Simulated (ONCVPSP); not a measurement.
## silicon: one change to an ONCV potential, before and after

| Quantity | Value |
| --- | --- |
| Element | Si (Z = 14) |
| Generator | ONCVPSP 4.0.1 |
| Type | optimised norm-conserving Vanderbilt (ONCV) |
| Functional | PBE |
| Relativity | scalar-relativistic |
| Frozen core | [Ne] |
| Valence charge | 4 |
| Reference configuration | 3s2 3p1 (charge +1) |
| Partial waves | 3s: rc 1.65 bohr, ncon 4, nbas 8, qcut 4.5 1/bohr, 3 projectors, debl 2.5 Ha; 3p: rc 1.70 bohr, ncon 4, nbas 9, qcut 4 1/bohr, 2 projectors, debl 2.8 Ha; d scattering state at 0.03 Ha: rc 1.60 bohr, ncon 5, nbas 8, qcut 7.1 1/bohr, 1 projector |
| Local potential | polynomial inside 1.10 bohr (lpopt 5, dvloc0 0 Ha) |
| Core correction | Teter function, parameters optimised by the program |

Change: s: qcut 6.1; p: qcut 5.4; d: qcut 9.6.

Cutoffs: the cutoffs (Ha) at which the residual kinetic energy of the hardest occupied pseudo-wave falls to 1 and 0.1 mHa per electron; they do not see the model core or the augmentation charge, which bear on the density cutoff. Errors are all-electron minus pseudo energies relative to the spin-unpolarised reference configuration.

Predict the effect on cutoff, ghosts and configuration errors.

The potential gets neither clearly harder nor softer (8.1 Ha and 11 Ha → 8.6 Ha and 11 Ha); a bound ghost appears in s, which as a rule spoils a file; the errors of the 4 common tests hardly move.

```csv
quantity,base,changed
"cutoff, loose",8.1 Ha,8.6 Ha
"cutoff, tight",11 Ha,11 Ha
loose cutoff by channel,"s 8.1 Ha, p 3.5 Ha","s 8.6 Ha, p 3.7 Ha"
bound ghosts,none,s
GHOST(+) flags under 300 eV,s at 182.6 eV,none
"error for 3s2 3p2, meV [ΔE -7.74 eV]",+1.6,+1.7
"error for 3s2 3p0, meV [ΔE 15.99 eV]",+3.0,+3.1
"error for 3s1 3p0, meV [ΔE 49.96 eV]",+36,+37
"error for 3s1 3p3, meV [ΔE -0.93 eV]",+1.0,+1.1
s: phases at 1.67 bohr within 0.05 rad from the reference energy up to (Ha; the scan ends near 5),to the end of the scan,to the end of the scan
p: phases at 1.73 bohr within 0.05 rad from the reference energy up to (Ha; the scan ends near 5),4.2,4.2
d: phases at 1.63 bohr within 0.05 rad from the reference energy up to (Ha; the scan ends near 5),4.0,4.3
"rms error of d²Exc/dni dnj with the model core, mHa",0.02,0.02
```

Changed file: The cutoffs count occupied waves only; projector 1 of the d channel, the hardest unoccupied one, needs 23 Ha at the loose tolerance. A true bound ghost makes a file unfit for plane-wave use even where its test errors are small: the radial tests pick states by their node count and pass the ghost by.
